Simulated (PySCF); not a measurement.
Mg(F)(GeH3) (FGeH₃Mg), SMILES [F][Mg][GeH3].

Coordinates come from a PBE0-D3(BJ)/def2-TZVP optimisation.

Level of theory: C-PCM-M06-2X/def2-SVP run with PySCF.

The values are the electrostatic part of the solvation free energy, E(continuum) − E(gas) at the gas-phase geometry, in a cavity of scaled van der Waals radii (PySCF's table); cavitation and dispersion terms are not included. A continuum can't describe solvent molecules that bind to the metal. In vacuum the orbital gap is 7.71 eV. The dipole moment in vacuum is 1.36 D.

```csv
solvent,ε,ΔG(elec) (kcal/mol),dipole (D),gap (eV)
water,78.36,…,…,…
toluene,2.37,-8.1,0.88,7.77
chlorobenzene,5.70,-12.0,0.59,7.81
```

Task: Complete the blanks. (An estimate is asked for; the answer gives what the named calculation found.)

Result: 
- water, ΔG(elec) (kcal/mol): -14.8
- water, dipole (D): 0.35
- water, gap (eV): 7.84
